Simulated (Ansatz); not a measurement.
One change: `O/C=[CH]\[AlH2]` becomes `C=C/C=C\O`.

Ansatz, PBE0-D4/def2-TZVP geometries, multiplicity 1. Each molecule was computed in one conformer, which needn't be the lowest.

| property | `O/C=[CH]\[AlH2]` |
| --- | --- |
| LUMO energy (ωB97M-V/def2-TZVPP) / eV | 0.00 |
| HOMO–LUMO gap (PBE/def2-TZVPP) / eV | 3.52 |
| LUMO energy (B3LYP/def2-TZVPP) / eV | -1.87 |
| HOMO energy (PBE0/def2-TZVPP) / eV | -7.08 |
| size of the dipole moment (B3LYP/def2-TZVPP) / D | 0.40 |
| size of the dipole moment (PBE/def2-TZVPP) / D | 0.33 |

(1) What does the change do to each property? (Best estimate.)

Answers

(1) The calculation gave: 
```json
{"property": "LUMO energy (ωB97M-V/def2-TZVPP) / eV", "`C=C/C=C\\O`": "1.44", "shift": "1.44"}
{"property": "HOMO–LUMO gap (PBE/def2-TZVPP) / eV", "`C=C/C=C\\O`": "3.67", "shift": "0.15"}
{"property": "LUMO energy (B3LYP/def2-TZVPP) / eV", "`C=C/C=C\\O`": "-0.83", "shift": "1.04"}
{"property": "HOMO energy (PBE0/def2-TZVPP) / eV", "`C=C/C=C\\O`": "-6.21", "shift": "0.87"}
{"property": "size of the dipole moment (B3LYP/def2-TZVPP) / D", "`C=C/C=C\\O`": "0.58", "shift": "0.18"}
{"property": "size of the dipole moment (PBE/def2-TZVPP) / D", "`C=C/C=C\\O`": "0.50", "shift": "0.17"}
```

With PBE0 the HOMO rises by 0.87 eV and the LUMO rises by 1.06 eV, so the gap widens by about 0.19 eV. PBE moves the HOMO by 0.77 eV and ωB97M-V by 0.98 eV. Dipoles are sizes alone; their direction can turn.

B3LYP here is the variant with VWN-RPA as its local correlation; programs differ in this.
